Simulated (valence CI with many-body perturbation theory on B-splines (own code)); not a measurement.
E1 line list for Cd41+

Computed by configuration interaction combined with many-body perturbation theory (CI+MBPT): five valence electrons over a frozen Dirac-Fock core [He], a basis of 9 s, 9 p, 8 d, 6 f, 3 g, 1 h functions for each j, with the one-electron correlation potential Σ1, the two-electron term Σ2, the three-electron term Σ3, Breit, model QED; selected CI, second order for the rest (own B-spline code, finite nucleus).

No measured spectrum was set against this ion. As an estimate, large intervals hold to a few tenths of a per cent, small ones and those within an open d or f shell to about a per cent. Among the levels kept, up to 1500 cm⁻¹ of a level comes from second order outside the variational space, and about a tenth of that is noise between levels of different J, which matters for small intervals.

Lines 151 to 200 of 254 in falling wavelength, among levels below 33142 × 10³ cm⁻¹, chosen from the strongest by gf and those to the six lowest levels. Wavelengths and rates use the calculated energies. Electric multipoles are in the length gauge, E1 and E2 with the static RPA response of the core. Weak lines are less certain than strong ones. Lines between different terms over intervals too small for the method are left out, as are lines whose strength nearly cancels. The highest levels of a list are the least certain.

Levels are named by their leading jj configuration (3d3/2^4 stands for four electrons in 3d with j = 3/2), which in mixed levels can hold well under half, so a name can repeat and another be missing. Letters in brackets count levels of one name in rising energy.

```tsv
λ vac (nm)	Upper	Lower	A (s⁻¹)	S (a.u.)
0.3480	(2s^2 2p1/2 2p3/2 3s) J=1/2	(2s^2 2p1/2 2p3/2^2) J=3/2	2.62e+13	1.09e-03
0.3477	(2s^2 2p1/2^2 3d5/2) J=5/2	(2s^2 2p1/2 2p3/2^2) J=3/2	7.83e+10	9.74e-06
0.3469	(2s^2 2p1/2 2p3/2 3s) J=5/2	(2s^2 2p1/2 2p3/2^2) J=3/2	1.01e+12	1.25e-04
0.3468	(2s^2 2p1/2 2p3/2 3s) J=3/2 [b]	(2s^2 2p1/2 2p3/2^2) J=3/2	4.60e+12	3.79e-04
0.3463	(2s^2 2p3/2^2 3s) J=1/2	(2s^2 2p3/2^3) J=3/2	1.66e+13	6.82e-04
0.3451	(2s 2p1/2^2 2p3/2 3s) J=3/2 [b]	(2s 2p1/2^2 2p3/2^2) J=5/2	3.70e+12	3.00e-04
0.3444	(2s 2p1/2^2 2p3/2 3p1/2) J=3/2 [b]	(2s^2 2p3/2^3) J=3/2	7.22e+10	5.82e-06
0.3380	(2s 2p1/2^2 2p3/2 3p3/2) J=3/2 [b]	(2s^2 2p3/2^3) J=3/2	1.26e+11	9.58e-06
0.3377	(2s 2p1/2^2 2p3/2 3p3/2) J=1/2 [b]	(2s^2 2p3/2^3) J=3/2	2.56e+11	9.71e-06
0.3372	(2s 2p1/2^2 2p3/2 3d5/2) J=5/2	(2s 2p1/2^2 2p3/2^2) J=3/2	1.86e+13	2.12e-03
0.3358	(2s^2 2p1/2 2p3/2 3d3/2) J=3/2 [a]	(2s^2 2p1/2 2p3/2^2) J=1/2	7.57e+12	5.66e-04
0.3356	(2s^2 2p1/2 2p3/2 3d3/2) J=1/2 [a]	(2s^2 2p1/2 2p3/2^2) J=1/2	9.85e+12	3.67e-04
0.3350	(2s^2 2p3/2^2 3p3/2) J=5/2	(2s 2p1/2^2 2p3/2^2) J=5/2	5.24e+11	5.83e-05
0.3350	(2s^2 2p3/2^2 3p3/2) J=7/2	(2s 2p1/2^2 2p3/2^2) J=5/2	4.33e+10	6.42e-06
0.3345	(2s 2p1/2^2 2p3/2 3d3/2) J=5/2	(2s 2p1/2^2 2p3/2^2) J=5/2	2.62e+13	2.90e-03
0.3342	(2s 2p1/2^2 2p3/2 3d3/2) J=3/2	(2s 2p1/2^2 2p3/2^2) J=5/2	3.11e+13	2.29e-03
0.3342	(2s 2p1/2^2 2p3/2 3d3/2) J=7/2	(2s 2p1/2^2 2p3/2^2) J=5/2	4.24e+12	6.24e-04
0.3339	(2s 2p1/2 2p3/2^2 3s) J=5/2	(2s 2p1/2^2 2p3/2^2) J=5/2	9.93e+12	1.09e-03
0.3338	(2s^2 2p1/2 2p3/2 3d5/2) J=3/2 [a]	(2s^2 2p1/2 2p3/2^2) J=1/2	7.71e+11	5.66e-05
0.3335	(2s^2 2p1/2 2p3/2 3d3/2) J=3/2 [a]	(2s^2 2p1/2 2p3/2^2) J=5/2	9.77e+12	7.16e-04
0.3333	(2s^2 2p1/2 2p3/2 3d3/2) J=5/2 [a]	(2s^2 2p1/2 2p3/2^2) J=5/2	7.55e+12	8.28e-04
0.3332	(2s^2 2p1/2 2p3/2 3d3/2) J=3/2 [b]	(2s^2 2p1/2 2p3/2^2) J=1/2	2.10e+13	1.54e-03
0.3330	(2s^2 2p1/2 2p3/2 3d3/2) J=1/2 [b]	(2s^2 2p1/2 2p3/2^2) J=1/2	2.41e+12	8.77e-05
0.3327	(2s 2p1/2 2p3/2^2 3s) J=3/2	(2s 2p1/2^2 2p3/2^2) J=5/2	4.06e+12	2.95e-04
0.3324	(2s^2 2p1/2 2p3/2 3d3/2) J=7/2	(2s^2 2p1/2 2p3/2^2) J=5/2	3.30e+12	4.79e-04
0.3323	(2s^2 2p1/2^2 3d3/2) J=3/2	(2s^2 2p1/2^2 2p3/2) J=3/2	4.26e+13	3.09e-03
0.3322	(2s 2p1/2^2 2p3/2 3p1/2) J=3/2 [a]	(2s^2 2p1/2 2p3/2^2) J=1/2	2.31e+12	1.67e-04
0.3321	(2s^2 2p1/2 2p3/2 3d5/2) J=7/2 [a]	(2s^2 2p1/2 2p3/2^2) J=5/2	3.71e+12	5.37e-04
0.3321	(2s^2 2p3/2^2 3p3/2) J=3/2	(2s 2p1/2^2 2p3/2^2) J=5/2	4.93e+12	3.56e-04
0.3319	(2s^2 2p3/2^2 3s) J=3/2	(2s^2 2p1/2 2p3/2^2) J=1/2	2.65e+13	1.92e-03
0.3319	(2s^2 2p1/2 2p3/2 3d3/2) J=3/2 [a]	(2s^2 2p1/2 2p3/2^2) J=3/2	9.87e+12	7.12e-04
0.3318	(2s^2 2p1/2 2p3/2 3d3/2) J=5/2 [b]	(2s^2 2p1/2 2p3/2^2) J=5/2	9.32e+10	1.01e-05
0.3318	(2s 2p1/2^2 2p3/2 3d5/2) J=5/2	(2s 2p1/2^2 2p3/2^2) J=5/2	1.22e+14	1.32e-02
0.3317	(2s^2 2p1/2 2p3/2 3d3/2) J=5/2 [a]	(2s^2 2p1/2 2p3/2^2) J=3/2	1.16e+11	1.25e-05
0.3316	(2s^2 2p1/2 2p3/2 3d3/2) J=1/2 [a]	(2s^2 2p1/2 2p3/2^2) J=3/2	2.04e+13	7.35e-04
0.3315	(2s^2 2p1/2 2p3/2 3d5/2) J=3/2 [a]	(2s^2 2p1/2 2p3/2^2) J=5/2	3.16e+12	2.27e-04
0.3315	(2s^2 2p1/2 2p3/2 3d5/2) J=3/2 [b]	(2s^2 2p1/2 2p3/2^2) J=1/2	1.79e+14	1.29e-02
0.3313	(2s^2 2p1/2 2p3/2 3d5/2) J=1/2	(2s^2 2p1/2 2p3/2^2) J=1/2	2.59e+14	9.30e-03
0.3313	(2s^2 2p1/2 2p3/2 3s) J=3/2 [a]	(2s^2 2p1/2^2 2p3/2) J=3/2	3.85e+12	2.76e-04
0.3309	(2s^2 2p1/2 2p3/2 3d3/2) J=3/2 [b]	(2s^2 2p1/2 2p3/2^2) J=5/2	3.51e+13	2.51e-03
0.3308	(2s^2 2p1/2 2p3/2 3d5/2) J=5/2 [a]	(2s^2 2p1/2 2p3/2^2) J=5/2	5.55e+13	5.95e-03
0.3308	(2s^2 2p1/2 2p3/2 3s) J=1/2	(2s^2 2p1/2^2 2p3/2) J=3/2	6.96e+12	2.49e-04
0.3305	(2s^2 2p3/2^2 3s) J=5/2	(2s^2 2p1/2 2p3/2^2) J=5/2	8.68e+13	9.28e-03
0.3305	(2s^2 2p1/2^2 3d5/2) J=5/2	(2s^2 2p1/2^2 2p3/2) J=3/2	1.76e+14	1.88e-02
0.3302	(2s^2 2p1/2 2p3/2 3d3/2) J=5/2 [b]	(2s^2 2p1/2 2p3/2^2) J=3/2	4.47e+13	4.77e-03
0.3300	(2s 2p1/2^2 2p3/2 3p1/2) J=3/2 [a]	(2s^2 2p1/2 2p3/2^2) J=5/2	2.35e+12	1.66e-04
0.3299	(2s^2 2p1/2 2p3/2 3d5/2) J=3/2 [a]	(2s^2 2p1/2 2p3/2^2) J=3/2	6.70e+13	4.75e-03
0.3298	(2s^2 2p1/2 2p3/2 3s) J=5/2	(2s^2 2p1/2^2 2p3/2) J=3/2	3.21e+13	3.41e-03
0.3296	(2s^2 2p3/2^2 3s) J=3/2	(2s^2 2p1/2 2p3/2^2) J=5/2	1.81e+13	1.28e-03
0.3296	(2s 2p1/2^2 2p3/2 3p1/2) J=5/2	(2s^2 2p1/2 2p3/2^2) J=5/2	4.33e+12	4.59e-04
```
